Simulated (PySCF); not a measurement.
## Dipole polarisabilities along group 8, charge +1

Calculated with PySCF 2.14 for the ground configurations, without spin-orbit coupling: coupled response for Hartree-Fock and DFT. Mean α in bohr³, C₆ of like pairs in atomic units.

| species | α UHF | α PBE | C₆ UHF | C₆ PBE |
| --- | --- | --- | --- | --- |
| Fe⁺ [Ar] 3d6 4s1 (aug-cc-pVTZ with one added diffuse shell each of s, p, d, f, g type, non-relativistic) | 36.44 | 25.66 | 191.4 | 128.7 |
| Ru⁺ [Kr] 4d7 (aug-cc-pVTZ-PP with one added diffuse shell each of s, p, d, f, g type with ECP28MDF, ECP) | 13.48 | 16.85 | 84.03 | 108.0 |
| Os⁺ [Xe] 4f14 5d6 6s1 (aug-cc-pVTZ-PP with one added diffuse shell each of s, p, d, f, g type with ECP60MDF, ECP) | 34.02 | 27.36 | 282.2 | 228.4 |

The values depend on the diffuse functions of the basis.
